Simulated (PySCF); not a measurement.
SMILES C#C[SiH2]C(F)(F)F (PBE/def2-SVP optimised geometry):

```
10

C      1.259    -0.373     0.000
C      0.031    -0.373     0.000
Si    -1.798    -0.382    -0.010
C     -2.424    -1.466    -1.499
F     -2.010    -0.980    -2.696
F     -3.786    -1.488    -1.517
F     -1.997    -2.750    -1.409
H      2.342    -0.374    -0.002
H     -2.342     1.000    -0.209
H     -2.338    -1.000     1.244
```

Computed with PBE/def2-TZVP (PySCF).

Question: What are the frontier orbital energies and the dipole moment?

Answer: HOMO-2 -8.35 eV, HOMO-1 -7.44 eV, HOMO -7.40 eV, LUMO -1.80 eV, LUMO+1 -1.57 eV; dipole moment 2.20 D.

Meta-Löwdin charges at PBE/def2-TZVP: C1 -0.12, C2 -0.28, Si3 0.56, C4 0.54, F5 -0.25, F6 -0.26, F7 -0.25, H8 0.18, H9 -0.06, H10 -0.06.
